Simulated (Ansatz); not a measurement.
## Cost against result

Saddle point of TiHOF$_{3}$, singlet (TiHOF₃ ([OH][Ti]([F])([F])[F]) → TiOF₂ ([O][Ti]([F])[F]) + HF (still joined by a long Ti–F bond); bonds formed: F2–H4; bonds broken: O3–H4; bonds weakened to dative contacts: Ti1–F2), PBE0-D4/def2-TZVP structure:

Ti1  (-0.080, 0.463, 0.195)
F2  (-0.727, -1.461, -0.223)
O3  (1.210, -0.219, -0.564)
H4  (0.243, -1.327, -0.566)
F5  (-0.855, 1.741, -0.748)
F6  (0.210, 0.804, 1.905)
(Å)

Barriers are electronic and count from the start structure reached by relaxing down the imaginary mode.

Program: Ansatz 0.2.0. Basis: as named in each row. Cores are frozen in the correlated methods. B3LYP uses VWN-RPA correlation. Extrapolation: Hartree–Fock as exp(−7.88 √X), correlation as X^−2.97.

Times are rough, for one single point on 4 threads of a shared host (Intel Xeon).

The estimate by CCSD(T) at an estimated basis limit (MP2 extrapolated from triple and quadruple zeta, plus CCSD(T) − MP2 in triple zeta) is 43.71 kcal/mol.

```
      method       basis  time (s)  barrier (kcal/mol)  method less estimate
          HF      STO-3G   under 1              102.69                 58.98
      PBE-D4      STO-3G   under 1               71.61                 27.90
       SPW92    def2-SVP   under 1               40.27                 -3.44
      PBE-D4    def2-SVP         1               41.67                 -2.04
    B3LYP-D4       6-31G         2               53.09                  9.38
       SPW92  def2-TZVPP         2               41.54                 -2.18
     PBE0-D4    def2-SVP         2               44.94                  1.22
      PBE-D4  def2-TZVPP         3               43.26                 -0.45
     BLYP-D4  def2-TZVPP         3               45.31                  1.60
     PBE0-D4  def2-TZVPP         4               46.81                  3.10
    B3LYP-D4  def2-TZVPP         4               47.97                  4.25
   r2SCAN-D4  def2-TZVPP         5               46.60                  2.89
    BHLYP-D4  def2-TZVPP         5               53.13                  9.42
CAM-B3LYP-D4  def2-TZVPP         6               48.84                  5.13
  r2SCAN0-D4  def2-TZVPP         6               48.92                  5.21
     wB97M-V    def2-SVP         7               45.57                  1.86
      B97M-V  def2-TZVPP         8               49.89                  6.17
     CCSD(T)    def2-SVP        10               42.31                 -1.41
     wB97X-V  def2-TZVPP        11               48.27                  4.56
     wB97M-V  def2-TZVPP        11               47.71                  4.00
    PBE-QIDH  def2-TZVPP        11               43.62                 -0.09
  RPA on PBE  def2-TZVPP        11               43.26                 -0.45
      B2PLYP  def2-TZVPP        12               42.74                 -0.97
         MP2  def2-QZVPP        23               36.02                 -7.69
     CCSD(T)  def2-TZVPP       160               43.47                 -0.24
```

All methods are single points on the PBE0-D4 structures.

The T1 diagnostic stays at or below 0.026. The T1 diagnostic is large here, which may signal multireference character or strong orbital relaxation, so CCSD(T) is less sure.

Labels in which every atom is bracketed show which atoms are joined, not bond orders.
